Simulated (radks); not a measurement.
Results of a calculation; reference values are marked as such.
Spherical quantum dot in the effective-mass picture: electrons in a parabolic well V = omega^2 r^2 / 2 with omega = 0.984, all in effective atomic units (hartree* = m*/eps^2 hartree, bohr* = eps/m* bohr), one dielectric constant everywhere. Level of theory: non-relativistic Kohn-Sham, LDA (Slater exchange, Perdew-Wang correlation), spin-polarised, spherical densities (a radial shooting solver with Libxc functionals). Levels are named by radial order and angular momentum (1s, 1p, 1d, 2s, ...), and open shells are averaged over m. Results are scaled to m* = 0.587 and eps = 15.8, for which hartree* = 63.98 meV and bohr* = 1.424 nm.

N = 20, configuration 1s2 1p6 1d10 2s2. This is the lowest configuration that the search found. Occupied and some empty levels:

level,occupation,eigenvalue (meV),<r> (nm)
1s,2,655.17,2.468
1p,6,682.72,3.037
1d,10,714.91,3.441
2s,2,724.26,2.957
1f,0,750.91,3.765
2p,0,764.01,3.344
1g,0,790.14,4.042

Energy (meV): total 9038.03, kinetic 1073.7, external 3384.6, Hartree 5138.4, exchange-correlation -558.70.
